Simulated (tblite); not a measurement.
Compound: C₄H₈NO₂Si (doublet state).
Geometry (GFN2-xTB, Å), atoms numbered from 1 in this order:
```
atom  x, y, z in Å
C1    -1.8926    0.4224   -1.5736
N2    -0.9676    0.0495   -0.8219
C3    -0.9604    0.3996    0.5708
O4    -0.8946   -0.7953    1.3036
C5     0.2416   -1.5194    1.1268
Si6    1.5839   -0.8934    0.0345
C7     1.3206    0.9962    0.2254
O8     0.0572    1.2830    0.8484
H9    -2.7443    1.0239   -1.2439
H10   -1.8516    0.1342   -2.6139
H11   -1.8929    0.8906    0.9063
H12    0.1910   -2.4431    1.6793
H13    2.8845   -1.2858    0.5889
H14    1.5014   -1.2326   -1.3931
H15    2.0551    1.4551    0.8870
H16    1.3611    1.5242   -0.7336
```

Level: GFN2-xTB in tblite, geometry and Hessian alike; calculated harmonic values, unscaled, isolated species. This tight-binding method is rough: wavenumbers can miss measured ones by several per cent, in bad cases by 10 to 20. Modes of hydrogen on silicon can be 10 to 20 % off. One conformer, not necessarily the lowest. Open shells enter through the occupations alone, without spin polarisation, and single modes of such species can be off by tens of per cent.

Harmonic wavenumbers (cm⁻¹): 56.0, 82.5, 156.7, 191.8, 299.6, 340.4, 396.1, 420.6, 446.3, 469.7, 515.5, 523.9, 661.7, 696.6, 725.3, 755.9, 790.0, 807.2, 821.7, 934.6, 958.3, 993.1, 1012.3, 1072.3, 1160.5, 1179.4, 1198.5, 1258.7, 1273.5, 1297.7, 1351.6, 1405.8, 1469.9, 1756.9, 2185.6, 2224.2, 2834.4, 2895.9, 2903.8, 2981.2, 3073.4, 3087.5.

A = 2573, B = 1587, C = 1480 MHz; mass 130.032 u (most abundant isotopes); point group C1, symmetry number 1; spin multiplicity 2.

Problem. Zero-point energy?

Solution. ½Σν̃ = 24833 cm⁻¹ = 71.00 kcal/mol.

Problem. Entropy at 273.15 K, 1 bar (ideal gas, RRHO, classical rotation)?

Solution. Translation 40.09, rotation 28.10, vibration 20.75, spin (R ln 2) 1.38: S = 90.3 cal/(mol K).

Problem. And Cp and H(273.15 K) − H(0)?

Solution. Cp = 33.03 cal/(mol K), of which vibrations give 25.09 (their classical limit is 42 R = 83.5); H(273.15 K) − H(0) = 5.34 kcal/mol without the zero-point energy, 3.17 from vibrations.

Problem. Which modes carry the vibrational entropy at 273.15 K?

Solution. 56.0 cm⁻¹: 4.42; 82.5 cm⁻¹: 3.66; 156.7 cm⁻¹: 2.42; 191.8 cm⁻¹: 2.05; 299.6 cm⁻¹: 1.27; 340.4 cm⁻¹: 1.07 cal/(mol K); the other 36 give 5.85 together.

Problem. What must be added to the electronic energy to get the Gibbs energy at 273.15 K and 1 bar?

Solution. ZPE + [H(273.15 K) − H(0)] − T·S = 71.00 + 5.34 − 24.67 = 51.67 kcal/mol.

Problem. How do the functions run with temperature in this model?

Solution. 
```csv
T (K),S (cal/(mol K)),Cp (cal/(mol K)),H − H(0) (kcal/mol),G − H(0) (kcal/mol),ln q(vib)
150,74.7,20.4,2.05,-9.15,2.09
250,87.5,30.7,4.60,-17.27,4.11
298.15,93.3,35.5,6.20,-21.63,5.14
400,105.1,44.6,10.29,-31.74,7.39
600,125.8,57.5,20.60,-54.87,11.86
900,151.6,69.3,39.79,-96.61,18.24
```

q(vib) and H(0) count from the zero-point level.

Problem. Blend soft modes into free rotors: weight 1/[1 + (100 cm⁻¹/ν̃)⁴] for the oscillator and the rest for a rotor with moment μB/(μ + B), μ = h/(8π²ν), B = 10⁻⁴⁴ kg m². What vibrational entropy results?

Solution. 19.30 cal/(mol K) in place of 20.75, which changes −T·S at 273.15 K by +0.40 kcal/mol.

Hindered rotation and anharmonicity are outside this model. Other conformers, if any are populated, would add a mixing term that is left out. The structure is chiral; the term R ln 2 for an equal mix with its mirror image is left out.
